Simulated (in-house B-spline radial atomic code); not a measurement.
## How G0W0 and RPA depend on the start: Cr⁺

Configuration [Ar] 3d5, highest spin. Computed with a B-spline radial code for spherical atoms: all electrons, non-relativistic, point nucleus, each spin shell either full or empty, empty states to l = 9 with an (l + 1/2)⁻⁴ tail; G0W0 by contour deformation at full frequency.

```
            start  mean-field 3d up (eV)  G0W0 (eV)  QP weight  RPA correlation (Eh)
     Hartree-Fock                -17.666          ?          ?                     ?
         LDA VWN5                -11.190    -16.192      0.732               -1.5676
              PBE                -10.990    -15.991      0.708               -1.5638
           r2SCAN                -11.070    -15.968      0.747               -1.5294
            HSE06                -12.322    -16.468      0.788               -1.5127
  B3LYP (VWN-RPA)                -12.354    -16.546      0.784               -1.5191
             SCAN                -11.090    -15.986      0.747               -1.5292
             TPSS                -10.829    -15.904      0.704               -1.5518
        BHandHLYP                -14.353    -16.811      0.886               -1.4599
        CAM-B3LYP                -14.153    -17.000      0.877               -1.4908
          LC-wPBE                -15.505    -17.248      0.905               -1.4813
            wB97X                -14.902    -17.025      0.899               -1.4753
           PBEsol                -10.978    -16.055      0.713               -1.5643
             BLYP                -10.799    -15.978      0.698               -1.5667
          r2SCAN0                -12.850          ?          ?                     ?
LDA exchange-only                -10.323    -16.095      0.638               -1.5728
```

(1) What G0W0 level, weight and RPA correlation energy follow from the Hartree-Fock start?

(2) What G0W0 level, weight and RPA correlation energy follow from the r2SCAN0 start?

(3) How much of the dependence on the start does G0W0 remove?

## Answers

(1) G0W0 level -17.095 eV, weight 0.934, RPA correlation -1.3774 hartree.

(2) G0W0 level -16.449 eV, weight 0.807, RPA correlation -1.4855 hartree.

(3) The mean-field levels span 7.34 eV and the G0W0 levels 1.34 eV. Against 16.486 eV (NIST, measured) the G0W0 removal energies are off by -0.58 to +0.76 eV, with relativity, Breit and QED terms left out.
